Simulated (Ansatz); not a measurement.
Correlation energies of Al2H4Se (`[AlH2][AlH][SeH]`) by basis set

```xyz
7

Al    1.039   -0.399    1.542
Al   -0.099   -0.148   -0.763
Se   -1.903    1.323   -0.897
H     2.250    0.539    1.980
H     0.562   -1.501    2.589
H     0.277   -0.880   -2.124
H    -2.126    1.066   -2.327
```

Total charge 0; spin multiplicity 1. Correlated methods include outer-core shells of Se, which these sets cover unevenly. Scalar relativity is left out up to krypton. The geometry is a stationary point of PBE0-D4/def2-TZVP. It is one conformer, not always the lowest. Frozen core, restricted reference, Ansatz 0.2.0.

```csv
basis,HF (Eh),MP2 corr.
def2-SVP,-2885.57609,-0.36141
def2-TZVPP,-2886.04435,-0.42872
def2-QZVPP,-2886.10562,-0.74422
```

(1) Estimate the CCSD correlation energy and the (T) correction in each basis where they were run (hartree).

Answers

(1) 
```tsv
basis	CCSD corr.	(T)
def2-SVP	-0.39899	-0.01003
def2-TZVPP	-0.46916	-0.01609
```
